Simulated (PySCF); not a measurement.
## Ag (silver, neutral) across methods

[Kr] 4d10 5p1, 2P determinant (an excited configuration). Computed with PySCF 2.14 in aug-cc-pVTZ-PP with ECP28MDF (6s6p5d3f2g, 88 functions), with a scalar-relativistic core potential.

| method | E (hartree) | mean ε 4d α (eV) | mean ε 4d β (eV) | mean ε 5p α (eV) | Σ⟨r²⟩ (bohr²) | ⟨S²⟩ |
| --- | --- | --- | --- | --- | --- | --- |
| r2SCAN | -146.8201 | -9.402 | -9.350 | -2.132 | 57.76 | 0.758 |
| BLYP | -146.7473 | -9.146 | -9.094 | -1.934 | 58.86 | 0.753 |
| PBE0 | -146.7733 | -11.140 | -11.085 | -2.491 | 59.34 | 0.754 |
| r2SCANh | -146.8059 | -10.143 | -10.097 | -2.292 | 58.02 | 0.757 |
| PW91 | -146.8538 | -9.307 | -9.233 | -2.095 | 58.48 | 0.754 |
| LC-wPBE | -146.7950 | -13.903 | -13.853 | -3.882 | 59.04 | 0.759 |
| PBE | -146.7873 | -9.254 | -9.182 | -2.066 | 58.75 | 0.754 |
| LDA | -146.5042 | -9.458 | -9.386 | -2.103 | 57.82 | 0.752 |

(1) Estimate the same row for UHF.

Energies and moments cover only the electrons outside the core potential.

Answers

(1) E (hartree) = -145.94285; mean ε 4d α (eV) = -16.165; mean ε 4d β (eV) = -16.172; mean ε 5p α (eV) = -3.331; Σ⟨r²⟩ (bohr²) = 65.20; ⟨S²⟩ = 0.754.
